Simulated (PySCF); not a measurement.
# Removing an electron from `[SiH3]P([SiH3])[SiH2]O[SiH2]P`

Species: H₁₂OP₂Si₄.
Numbering: `[SiH3:1][P:2]([SiH3:3])[SiH2:4][O:5][SiH2:6][PH2:7]` (hydrogens: H8, H9, H10 on Si1; H11, H12, H13 on Si3; H14, H15 on Si4; H16, H17 on Si6; H18, H19 on P7)

Cartesian coordinates in Å at the PBE0-D3(BJ)/def2-SVP level; atoms count from 1:
```
atom  x, y, z in Å
Si1   -1.394    1.070    1.391
P2    -0.677   -0.916    0.566
Si3   -2.674   -1.688   -0.155
Si4   -0.048   -0.092   -1.437
O5     1.473    0.545   -1.292
Si6    2.815    0.646   -0.321
P7     2.239    0.356    1.855
H8    -0.487    2.153    0.906
H9    -2.784    1.364    0.917
H10   -1.386    1.022    2.881
H11   -3.250   -0.849   -1.254
H12   -3.621   -1.692    1.000
H13   -2.493   -3.082   -0.659
H14   -0.046   -1.222   -2.414
H15   -0.959    0.983   -1.928
H16    3.830   -0.344   -0.788
H17    3.376    2.023   -0.441
H18    3.537    0.768    2.296
H19    2.540   -1.036    1.899
```

Level: CAM-B3LYP/def2-SVPD (PySCF). Frontier orbitals with their largest atomic shares (Löwdin; up to four atoms above 4 %):

```
orbital  ε (eV)                             main atoms
 HOMO−3   -9.88    P2 26 %, Si3 16 %, Si1 12 %, O5 9 %
 HOMO−2   -9.53   P2 31 %, Si4 15 %, Si1 12 %, O5 12 %
 HOMO−1   -8.82    P7 47 %, Si6 13 %, P2 10 %, H19 5 %
   HOMO   -8.47                                      ?
   LUMO    0.44  Si3 15 %, P2 14 %, Si4 13 %, Si6 12 %
 LUMO+1    0.60   P2 14 %, Si3 13 %, P7 11 %, Si6 10 %
 LUMO+2    0.78    Si1 22 %, P2 18 %, Si4 9 %, Si3 9 %
```

What vertical ionisation energy does ΔSCF give, and how far is −ε(HOMO) from it?

ΔSCF: 8.94 eV (862 kJ/mol; threshold wavelength 139 nm); ⟨S²⟩ of the doublet left behind is 0.757, against 0.75 for a pure doublet. −ε(HOMO) is 8.47 eV, 0.47 eV below it. For the exact functional −ε(HOMO) would equal the first vertical ionisation energy; CAM-B3LYP (range-separated hybrid) falls short of its own ΔSCF value by 5 %.

On which atoms does the HOMO lie?

P2 (three-coordinate phosphorus) 51 %, P7 (three-coordinate phosphorus) 13 %, Si3 (SiH3 silicon) 8 %, Si4 (oxygen-bound silicon) 7 %. The HOMO−1 lies 0.35 eV lower.

What kinetic energy would electrons from this vertical process carry with He I light (21.218 eV)?

21.22 − 8.94 = 12.28 eV.

Shift the occupied levels rigidly so that −ε(HOMO) equals the ΔSCF value. What binding energies result?

The shift is +0.47 eV: HOMO 8.94, HOMO−1 9.29, HOMO−2 10.00, HOMO−3 10.35 eV. A rigid shift is only a rough guide to the deeper ionisations.

With α = 168.0 au, estimate the like-pair dispersion coefficient by London's formula C6 = (3/4)α²I.

I = 0.3284 Eh, so C6 ≈ 6950 au, a rough estimate.

What total energies stand behind the ΔSCF value?

E(N) = -1922.58631 Eh and E(N − 1) = -1922.25794 Eh at the same geometry, 0.32837 Eh apart.

Isolated species at its PBE0-D3(BJ)/def2-SVP geometry (one conformer only).

The run behind these numbers computed excited states and ΔSCF ions as well. On one thread, Arm Neoverse N1 (shared host), this took 34 min wall, 19 min CPU.
